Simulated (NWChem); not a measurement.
System: SiH2Cl2; SMILES [SiH2](Cl)Cl

NWChem input:

```
start job
memory heap 200 mb stack 900 mb global 1100 mb
geometry units angstroms noautosym nocenter noautoz
  Si     0.000000     0.000000    -0.757262
  Cl    -1.683953     0.000000     0.422027
  Cl     1.683953     0.000000     0.422027
  H      0.000000     1.233028    -1.581913
  H      0.000000    -1.233028    -1.581913
end
basis spherical
  * library sadlej_pvtz
end
dft
  xc b3lyp
  iterations 150
end
property
  response 1 0.0
end
task dft property
```

Structure relaxed at the PBE0/def2-SVP level.

Static field.

Problem. Give the results of this calculation. (B3LYP/Sadlej pVTZ.) Quantities: isotropic polarisability (bohr³); anisotropy (bohr³).

Solution. The isotropic polarisability (bohr³) comes out as 55.4 and the anisotropy (bohr³) is 15.6.
